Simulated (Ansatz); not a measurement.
Program: Ansatz. Geometries: PBE0-D4/def2-TZVP. ΔE: electronic, gas phase. CBS: MP2 limit from def2 TZ/QZ plus the TZ coupled-cluster correction, frozen cores. This one scheme is used for every species. Functionals use def2-TZVPP. B3LYP here is the variant with VWN-RPA as its local correlation; programs differ in this. Each species was taken in one conformer, which may not be the lowest.

`[SiH3]BOCS` + HCl → `SCOBCl` + SiH₄  (cleavage of the B–Si bond)

Problem. Is it downhill or uphill in electronic energy at CCSD(T)/CBS, and by how much? (Best estimate.)

Solution. Ansatz gave: Downhill: ΔE = -113.3 kJ/mol.

Problem. What do these levels give: r2SCAN-D4, PBE0-D4, B3LYP-D4, B2PLYP, PBE, B3LYP, HF/def2-TZVPP, MP2/def2-TZVPP, CCSD/def2-TZVPP, MP2/def2-QZVPP, HF/CBS(def2), CCSD/CBS(def2)? (Best estimate.)

Solution. Computed: r2SCAN-D4 -117.7, PBE0-D4 -111.2, B3LYP-D4 -115.2, B2PLYP -119.4, PBE -108.8, B3LYP -116.9, HF/def2-TZVPP -128.5, MP2/def2-TZVPP -123.1, CCSD/def2-TZVPP -114.7, MP2/def2-QZVPP -122.5, HF/CBS(def2) -128.1, CCSD/CBS(def2) -113.8 kJ/mol.

Largest T1 diagnostic among the species: 0.014.

In def2-TZVPP, CCSD(T) changes the Hartree–Fock value by +14.3 kJ/mol (the triples alone add +0.5 kJ/mol) and MP2 by +5.4 kJ/mol. From PBE to PBE0 (25 % exact exchange), in def2-TZVPP and without D4, ΔE moves by −3.6 kJ/mol.
